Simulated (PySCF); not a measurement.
A GIAO shielding run with PySCF 2.14.0 with density-fitted response routines (density fitting, non-relativistic, gas phase) on `C([C@@H]([SiH2]C)CF)SC`, C$_{5}$H$_{13}$FSSi:

```
$ OMP_NUM_THREADS=1 python probes_run.py task.json out

{"job": {"kind": "nmr", "xc": "PBE0", "basis": "pcSseg-1"}, "charge": 0, "multiplicity": 1}
C     -2.245074     1.633564     0.055776
Si    -1.999293    -0.248791     0.062988
C     -0.128434    -0.627976     0.295925
C      0.107642    -2.129039     0.364057
F     -0.640330    -2.690174     1.372014
C      0.707785    -0.026456    -0.817880
S      2.514361    -0.252546    -0.616082
C      2.834063     0.974783     0.682658
H     -3.302364     1.873149     0.019122
H     -1.778345     2.103482    -0.804944
H     -1.838041     2.097811     0.949666
H     -2.409114    -0.814887    -1.229595
H     -2.735213    -0.855843     1.170515
H      0.195261    -0.203100     1.252094
H      1.155075    -2.368745     0.578219
H     -0.197681    -2.621181    -0.565048
H      0.537880     1.046176    -0.905275
H      0.479678    -0.500907    -1.771955
H      2.486996     1.949220     0.350127
H      2.338536     0.683481     1.604286
H      3.907694     0.994925     0.834945
```

Hardware: 1 thread of an Arm Neoverse N1, shared host. The job also computes population analyses, field gradients.

Problem. How large is the calculation?

Solution. 82 electrons, 215 basis functions and 1160 auxiliary functions.

Problem. How long does it take, and how much memory does it need?

Solution. 96 s of wall time, with 13 SCF cycles and 5 response iterations; peak memory 1 GiB. Times on a shared host scatter by some tens of per cent.
